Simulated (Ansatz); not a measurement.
Geometry optimisation, Ansatz, RHF/def2-SVP.

Input file:

```yaml
crystal:
  periodic: [false, false, false]
  atoms:
    - { symbol: Ge, position_ang: [0.0, 0.0, 0.0] }
    - { symbol: Cl, position_ang: [0.0, 0.0, 2.22] }
    - { symbol: H, position_ang: [1.4616, 0.0, -0.5162] }
    - { symbol: F, position_ang: [-0.7913, 1.3709, -0.5594] }
    - { symbol: F, position_ang: [-0.7913, -1.3709, -0.5594] }
basis:
  gaussian: { orbitals: def2-SVP }
hamiltonian:
  xc: hf
relax:
  f_tol: 0.02
  max_steps: 40
output:
  orbitals: {}
```

Launched with:

```bash
$ ansatz run input.yaml --threads 1 --pin off --max-ram 2048MiB --backend cpu --events-out ev --progress --plain --runs-dir out
```

Task: Where does it end, and by what steps?

Result: It converged. After 5 steps the energy has fallen by 0.154 eV; Cl2 moved furthest, 0.08 Å.

| step | energy less start (eV) | largest force component (eV/Å) | accepted |
| --- | --- | --- | --- |
| 0 | 0.0000 | 2.088 | yes |
| 1 | -0.1135 | 0.888 | yes |
| 2 | -0.1514 | 0.231 | yes |
| 3 | -0.1534 | 0.039 | yes |
| 4 | -0.1537 | 0.025 | yes |
| 5 | -0.1540 | 0.009 | yes |

```xyz
5
Properties=species:S:1:pos:R:3
Ge 0.061 0.000 0.031
Cl -0.031 0.000 2.146
H 1.461 0.000 -0.524
F -0.806 1.350 -0.534
F -0.806 -1.350 -0.534
```

Time of the run: 11 s on 1 thread of Arm Neoverse V1 (shared host), peak memory 0.17 GiB.
